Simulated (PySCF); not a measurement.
**Working out the excitation energy of Be**

Be [He] 2s2 (1S) → Be [He] 2s1 2p1 (3P). Computed with PySCF 2.14 in aug-cc-pCVDZ, with the non-relativistic Hamiltonian (point nucleus). Frozen: nothing. Energies in hartree (1 hartree = 27.21139 eV):

```tsv
part	Be (lower)	Be (upper)
UHF	-14.572379	-14.512471
MP2 opposite-spin	-0.057152	-0.030570
MP2 same-spin	-0.000617	-0.002828
```

What does Hartree-Fock give?

(-14.512471) − (-14.572379) = 0.059908 hartree = 1.630 eV.

What do MP2 and SCS-MP2 (6/5 opposite-spin, 1/3 same-spin) give?

The opposite-spin parts differ by 0.723 eV and the same-spin parts by -0.060 eV. MP2: 1.630 + (0.723) + (-0.060) = 2.293 eV. SCS-MP2: 1.630 + 1.2 × (0.723) + (-0.060)/3 = 2.478 eV.

Measured between the centres of the two terms (NIST): 2.725 eV, so MP2 (valence and next inner shell) is off by -0.432 eV.

A double-zeta basis recovers only part of the correlation energy.

What remains against the reference includes basis incompleteness and correlation beyond second order.
